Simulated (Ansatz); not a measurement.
## Molecular dynamics of C₂H₃NOTe

Input:

```yaml
crystal:
  periodic: [false, false, false]
  atoms:
    - { symbol: "N", position_ang: [-0.655131, 1.225361, 1.410256] }
    - { symbol: C, position_ang: [-0.246412, 0.590867, 0.404934] }
    - { symbol: O, position_ang: [0.364431, -0.688946, 0.620481] }
    - { symbol: C, position_ang: [0.482101, -1.30785, -1.097101] }
    - { symbol: Te, position_ang: [-0.071119, 0.774568, -1.727201] }
    - { symbol: H, position_ang: [-1.082553, 2.130337, 1.171868] }
    - { symbol: H, position_ang: [1.599843, -1.351152, -1.177616] }
    - { symbol: H, position_ang: [-0.299059, -1.430287, 0.338579] }
magnetization:
  spin_polarized: true
basis:
  gaussian: { orbitals: def2-SVP }
hamiltonian:
  xc: pbe
  dispersion: d4
md:
  timestep: 0.5
  n_steps: 200
  ensemble: nve
  temperature: 100.0
  initial_velocities: maxwell_boltzmann
  seed: 4976
```

Command:

```bash
$ ansatz run input.yaml --threads 2 --pin off --max-ram 3072MiB --backend cpu --events-out ev --progress --plain --runs-dir out
```

It starts at the highest image of a converged band. Of that band: Neighbouring images differ by up to 1.3 eV, so the band resolves the path poorly. A vibrational analysis at the climbing image gives one clearly imaginary mode, 867i cm⁻¹: a first-order saddle point.

Output, in part (step lines, the closing report, with atoms numbered from 0):

```
md step     0: t =     0.00 fs  T =   100.0 K  F+E_penalty+E_count = -12937.22677875 eV  E_kin = 0.077556 eV  conserved = -12937.14922275 eV  (47 SCF iters)
md step     1: t =     0.50 fs  T =    97.4 K  F+E_penalty+E_count = -12937.22473433 eV  E_kin = 0.075536 eV  conserved = -12937.14919868 eV  (38 SCF iters)
md step     2: t =     1.00 fs  T =    90.1 K  F+E_penalty+E_count = -12937.21901276 eV  E_kin = 0.069903 eV  conserved = -12937.14910997 eV  (38 SCF iters)
md step     3: t =     1.50 fs  T =    80.0 K  F+E_penalty+E_count = -12937.21103680 eV  E_kin = 0.062056 eV  conserved = -12937.14898037 eV  (39 SCF iters)
md step     4: t =     2.00 fs  T =    69.6 K  F+E_penalty+E_count = -12937.20284557 eV  E_kin = 0.053992 eV  conserved = -12937.14885354 eV  (39 SCF iters)
md step     5: t =     2.50 fs  T =    61.4 K  F+E_penalty+E_count = -12937.19641908 eV  E_kin = 0.047643 eV  conserved = -12937.14877581 eV  (38 SCF iters)
md step     6: t =     3.00 fs  T =    57.0 K  F+E_penalty+E_count = -12937.19297065 eV  E_kin = 0.044197 eV  conserved = -12937.14877371 eV  (30 SCF iters)
md step     7: t =     3.50 fs  T =    56.3 K  F+E_penalty+E_count = -12937.19254259 eV  E_kin = 0.043702 eV  conserved = -12937.14884017 eV  (37 SCF iters)
[... lines left out ...]
Total energy: -12939.75669537 eV, -475.5272876729 hartree
Atom 0 at    -0.540635     1.222540     1.441078 Å, force    -0.850071     2.033052     1.831034 eV/Å
Atom 1 at    -0.283352     0.502547     0.483837 Å, force     0.242430     0.304159    -1.190061 eV/Å
Atom 2 at     0.116780    -0.728218     0.659145 Å, force     1.090658    -2.469949    -3.182741 eV/Å
Atom 3 at     0.670100    -1.093065    -0.912789 Å, force    -0.904003     1.456401     2.617921 eV/Å
Atom 4 at    -0.072150     0.767368    -1.751389 Å, force    -0.025806     0.671153     0.101868 eV/Å
Atom 5 at    -0.810142     2.196258     1.284114 Å, force    -0.077913    -0.056081    -0.008293 eV/Å
Atom 6 at     1.768888    -1.015914    -0.645897 Å, force    -0.866593    -1.155027    -0.966832 eV/Å
Atom 7 at    -0.070281    -1.764397    -1.421851 Å, force     1.391297    -0.783709     0.797105 eV/Å
Dipole moment:     0.109348     0.003248    -0.446756 e Å
```

The steps, from the saved trajectory:

```json
{"time (fs)": "0.0", "T (K)": "100", "potential energy less start (eV)": "0.000", "conserved less start (meV/atom)": "0.00"}
{"time (fs)": "3.0", "T (K)": "57", "potential energy less start (eV)": "0.034", "conserved less start (meV/atom)": "0.06"}
{"time (fs)": "6.0", "T (K)": "57", "potential energy less start (eV)": "0.033", "conserved less start (meV/atom)": "0.02"}
{"time (fs)": "9.0", "T (K)": "46", "potential energy less start (eV)": "0.042", "conserved less start (meV/atom)": "0.05"}
{"time (fs)": "12.0", "T (K)": "114", "potential energy less start (eV)": "-0.011", "conserved less start (meV/atom)": "0.05"}
{"time (fs)": "15.0", "T (K)": "282", "potential energy less start (eV)": "-0.140", "conserved less start (meV/atom)": "0.13"}
{"time (fs)": "18.0", "T (K)": "1065", "potential energy less start (eV)": "-0.746", "conserved less start (meV/atom)": "0.25"}
{"time (fs)": "21.0", "T (K)": "2973", "potential energy less start (eV)": "-2.230", "conserved less start (meV/atom)": "-0.28"}
{"time (fs)": "24.0", "T (K)": "3413", "potential energy less start (eV)": "-2.575", "conserved less start (meV/atom)": "-0.62"}
{"time (fs)": "27.0", "T (K)": "1931", "potential energy less start (eV)": "-1.419", "conserved less start (meV/atom)": "0.08"}
{"time (fs)": "30.0", "T (K)": "1510", "potential energy less start (eV)": "-1.093", "conserved less start (meV/atom)": "0.03"}
{"time (fs)": "33.0", "T (K)": "2146", "potential energy less start (eV)": "-1.588", "conserved less start (meV/atom)": "-0.11"}
{"time (fs)": "36.0", "T (K)": "2142", "potential energy less start (eV)": "-1.593", "conserved less start (meV/atom)": "-1.20"}
{"time (fs)": "39.0", "T (K)": "2758", "potential energy less start (eV)": "-2.076", "conserved less start (meV/atom)": "-1.88"}
{"time (fs)": "42.0", "T (K)": "1857", "potential energy less start (eV)": "-1.361", "conserved less start (meV/atom)": "0.10"}
{"time (fs)": "45.0", "T (K)": "2015", "potential energy less start (eV)": "-1.486", "conserved less start (meV/atom)": "-0.09"}
{"time (fs)": "48.0", "T (K)": "3104", "potential energy less start (eV)": "-2.332", "conserved less start (meV/atom)": "-0.27"}
{"time (fs)": "51.0", "T (K)": "3151", "potential energy less start (eV)": "-2.372", "conserved less start (meV/atom)": "-0.72"}
{"time (fs)": "54.0", "T (K)": "2262", "potential energy less start (eV)": "-1.681", "conserved less start (meV/atom)": "-0.61"}
{"time (fs)": "57.0", "T (K)": "1500", "potential energy less start (eV)": "-1.086", "conserved less start (meV/atom)": "-0.03"}
{"time (fs)": "60.0", "T (K)": "1846", "potential energy less start (eV)": "-1.354", "conserved less start (meV/atom)": "0.07"}
{"time (fs)": "63.0", "T (K)": "2930", "potential energy less start (eV)": "-2.206", "conserved less start (meV/atom)": "-1.29"}
{"time (fs)": "66.0", "T (K)": "2634", "potential energy less start (eV)": "-1.977", "conserved less start (meV/atom)": "-1.39"}
{"time (fs)": "69.0", "T (K)": "1340", "potential energy less start (eV)": "-0.961", "conserved less start (meV/atom)": "0.12"}
{"time (fs)": "72.0", "T (K)": "2158", "potential energy less start (eV)": "-1.597", "conserved less start (meV/atom)": "-0.04"}
{"time (fs)": "75.0", "T (K)": "3156", "potential energy less start (eV)": "-2.378", "conserved less start (meV/atom)": "-1.00"}
{"time (fs)": "78.0", "T (K)": "3476", "potential energy less start (eV)": "-2.630", "conserved less start (meV/atom)": "-1.52"}
{"time (fs)": "81.0", "T (K)": "1792", "potential energy less start (eV)": "-1.310", "conserved less start (meV/atom)": "0.21"}
{"time (fs)": "84.0", "T (K)": "1470", "potential energy less start (eV)": "-1.063", "conserved less start (meV/atom)": "-0.07"}
{"time (fs)": "87.0", "T (K)": "1936", "potential energy less start (eV)": "-1.425", "conserved less start (meV/atom)": "-0.05"}
{"time (fs)": "90.0", "T (K)": "2033", "potential energy less start (eV)": "-1.502", "conserved less start (meV/atom)": "-0.41"}
{"time (fs)": "93.0", "T (K)": "2071", "potential energy less start (eV)": "-1.535", "conserved less start (meV/atom)": "-0.74"}
{"time (fs)": "96.0", "T (K)": "1887", "potential energy less start (eV)": "-1.385", "conserved less start (meV/atom)": "0.08"}
{"time (fs)": "99.0", "T (K)": "2978", "potential energy less start (eV)": "-2.235", "conserved less start (meV/atom)": "-0.35"}
```

The run went to its last step. The conserved energy stayed within 2.1 meV per atom of its start (net change -0.68 meV per atom), so the integration is sound. The system heated up, since it started high on the potential surface and ran downhill. A run of 0.1 ps of so small a system gives no equilibrium averages. The orbitals stay closed-shell, which can raise the energy where a bond breaks towards radicals; this wasn't checked here.

The step under study would form O3–H8 and break C4–H8. These pairs go: O3–H8 1.03 → 2.33 Å, C4–H8 1.64 → 1.12 Å. In the last frame they stand as before the step (other bonds may differ from the relaxed reactants and products). These pairs come and go: their bonding changes 12 times, last at 86 of 100 fs, so the outcome isn't settled. It ends as one piece, C2H3NOTe. Pairs count as bonded within 1.25 times the sum of covalent radii (0.12 Å more for H–H).

Last frame:

```xyz
8
Properties=species:S:1:pos:R:3
N -0.541 1.222 1.441
C -0.283 0.502 0.484
O 0.117 -0.728 0.659
C 0.670 -1.093 -0.913
Te -0.072 0.767 -1.751
H -0.810 2.196 1.284
H 1.769 -1.016 -0.646
H -0.070 -1.764 -1.422
```

The run took 10 min on 2 threads of Arm Neoverse V1, on a shared host, peak memory 0.16 GiB.
